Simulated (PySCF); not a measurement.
C2HBClF, SMILES B(C#C)(F)Cl. Coordinates come from a PBE-D3(BJ)/def2-SVP optimisation.

The numbers are results of PySCF with PBE-D3(BJ)/def2-SVP, not measurements.

Harmonic wavenumbers (cm⁻¹): 144, 218, 343, 452, 584, 598, 673, 737, 1060, 1319, 2123, 3392. Rotational constants (GHz): 6.354, 2.733, 1.911; symmetry number 1.

**Question.** Work out the zero-point energy and the ideal-gas rigid-rotor harmonic-oscillator thermochemistry at 298.15 K and 1 atm.

**Answer.** ZPE = ½ Σ hcν = ½ × 11643 cm⁻¹ = 16.64 kcal/mol. H − E(el) = 20.53 kcal/mol. Entropy in cal/(mol K): translation 39.41, rotation 26.67, vibration 8.35, total 74.44. G − E(el) = -1.67 kcal/mol. Cp = 18.82 cal/(mol K). Modes under 150 cm⁻¹ make the vibrational entropy uncertain.
